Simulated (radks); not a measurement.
Coulomb parameter of the 3d shell of the cobalt ion Co3+ in the model configuration [Ar] 3d5 4s1, as a second difference U = [E(n + 1) + E(n - 1) - 2 E(n)] / (1)^2 with all orbitals relaxed. "Bare": the charge of the atom changes with n. "Screened": the 4s shell takes up the change at fixed total charge, which measures U(3d,3d) + U(4s,4s) - 2 U(3d,4s). All-electron calculation, Dirac Kohn-Sham, PBE, spin-unpolarised, spherical densities, finite nucleus; open shells are shared between the two j in proportion to 2j + 1; Fermi nuclear charge, rms radius 3.7875 fm. Program: a radial shooting solver on a logarithmic mesh with Libxc functionals.

| case | configuration | E - E(n) (eV) |
|---|---|---|
| start | [Ar] 3d5 4s1 | 0.000 |
| bare +1 | [Ar] 3d6 4s1 | -42.918 |
| bare -1 | [Ar] 3d4 4s1 | 63.597 |
| screened +1 | [Ar] 3d6 | -15.190 |
| screened -1 | [Ar] 3d4 4s2 | 20.544 |

U(bare) = 20.679 eV, U(screened by 4s) = 5.355 eV.
